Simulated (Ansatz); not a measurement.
Molecule: C3H5O (charge 0, doublet). It need not be the lowest isomer of its formula. 
Structure (B3LYP-D3(BJ)/def2-TZVP (Ansatz, a program for electronic structure) minimum search):
```
C
O 1 1.3705
C 1 1.4456 2 62.94
H 3 1.0843 1 120.22 2 100.99
H 3 1.0873 4 115.89 2 135.00
C 1 1.4812 2 123.37 3 -126.96
H 6 1.0900 1 110.45 2 172.26
H 6 1.0912 7 108.50 1 -121.25
H 6 1.0990 7 108.47 8 -117.05
```
Charge 0, spin multiplicity 2.

Computed values are from Ansatz. Valence correlation only, unless marked. UHF or UKS for open shells. Spin-orbit coupling is left out. Non-relativistic. CBS marks a two-point X^-3 extrapolation of the correlation energy; Hartree-Fock from the larger set. [CCSD(T)-MP2]/basis is that difference in the basis named.

What is the T1 diagnostic at CCSD/aug-cc-pVTZ?

0.017.

What is the atomisation energy De at RI-MP2/CBS(aug-cc-pVTZ,aug-cc-pVQZ)+[CCSD(T)-MP2]/aug-cc-pVTZ?

3512.8 kJ/mol.

What is the dipole moment at CCSD(T)/aug-cc-pVDZ?

1.81 D.

What is the total energy at RI-MP2/CBS(aug-cc-pVTZ,aug-cc-pVQZ)+[CCSD(T)-MP2]/aug-cc-pVTZ?

-192.2181 Eh.
